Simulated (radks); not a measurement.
The phosphorus ion P10+, 5 electrons, occupied as [He] 2s2 2p1.

Method: Dirac Kohn-Sham, PBE, spin-unpolarised, spherical densities, point nucleus; open shells fill j = l - 1/2 first; computed with a radial shooting solver on a logarithmic mesh with Libxc functionals.

Energy parts (eV):
total: -7533.847
kinetic: 7576.005
electron-nucleus: -15972.352
Hartree: 1224.961
exchange-correlation: -362.460

Orbitals (lengths in bohr, moments of r in powers of bohr; r(90%) holds 90 % of the orbital's charge):
| orbital | occ. | eigenvalue (eV) | r(90%) | small-component weight |
|---|---|---|---|---|
| 1s1/2 | 2 | -2495.690 | 0.184 | 2.85e-03 |
| 2s1/2 | 2 | -484.3222 | 0.696 | 5.61e-04 |
| 2p1/2 | 1 | -449.9157 | 0.642 | 5.40e-04 |
| 2p3/2 | 0 | -448.5361 | 0.644 | 5.38e-04 |

The highest occupied level is 2p1/2 at -449.92 eV. Summed over all electrons, <r^2> = 0.7020 bohr^2, which gives a Langevin (diamagnetic) susceptibility term of -0.556 x 10^-6 cm^3/mol. For comparison, the ionisation energy in NIST's Atomic Spectra Database is 479.44 eV (semi-empirical). In exact Kohn-Sham theory the highest level is minus the ionisation energy, but local and semilocal functionals leave it too shallow, through self-interaction and a potential that decays too fast; potentials with the right tail come closer. The density falls to 0.001 e/bohr^3 at r = 1.27 bohr.

Beside tabulated values, note that spin-unpolarised runs miss the spin-polarisation part of the exchange energy of open shells.
